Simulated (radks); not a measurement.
All-electron atom: the manganese ion Mn7+ in [Ne] 3s2 3p5 4f1 (not the ground configuration). Method: non-relativistic Kohn-Sham, r2SCAN, spin-polarised, spherical densities, point nucleus; open shells are filled with parallel spins first; meta-GGA in the generalised Kohn-Sham scheme; computed with a radial shooting solver on a logarithmic mesh with Libxc functionals.

Local quantities along the radius. ELF = 1/(1 + alpha^2) is the electron localisation function; alpha = (tau - tau_W)/tau_unif compares the Pauli kinetic energy density with that of the uniform gas (summed over spins).

```
   r/bohr * ELF (the largest magnitude, 1, reaches the edge; | marks zero)
 0.003362 |                                                      *
 0.003821 |                                                      *
 0.004378 |                                                      *
 0.004976 |                                                      *
 0.005656 |                                                      *
 0.006428 |                                                      *
 0.007306 |                                                      *
 0.008303 |                                                      *
 0.009437 |                                                      *
  0.01073 |                                                      *
  0.01219 |                                                      *
  0.01385 |                                                      *
  0.01587 |                                                      *
  0.01804 |                                                      *
   0.0205 |                                                      *
   0.0233 |                                                      *
  0.02649 |                                                      *
   0.0301 |                                                      *
  0.03421 |                                                     *
  0.03889 |                                                    *
   0.0442 |                                                   *
  0.05023 |                                                *
  0.05709 |                                          *
  0.06541 |                                 *
  0.07434 |                        *
  0.08449 |                 *
  0.09603 |              *
   0.1091 |               *
    0.124 |                     *
    0.141 |                             *
   0.1602 |                                     *
   0.1821 |                                          *
    0.207 |                                             *
   0.2371 |                                              *
   0.2695 |                                            *
   0.3063 |                                     *
   0.3482 |                      *
   0.3957 |         *
   0.4497 |     *
   0.5111 |          *
   0.5809 |                          *
   0.6603 |                                        *
   0.7504 |                                              *
   0.8529 |                                              *
   0.9771 |                                           *
    1.111 |                               *
    1.262 |            *
    1.435 |  *
     1.63 |*
    1.853 |*
    2.106 |*
    2.394 |*
    2.721 |*
    3.092 *
    3.543 *
    4.026 *
    4.576 *
    5.201 *
    5.911 *
```

On this mesh the ELF has minima near r = 0.096, 0.45 bohr, which separate the shells, and maxima near 0.24 (0.85), 0.85 (0.86).
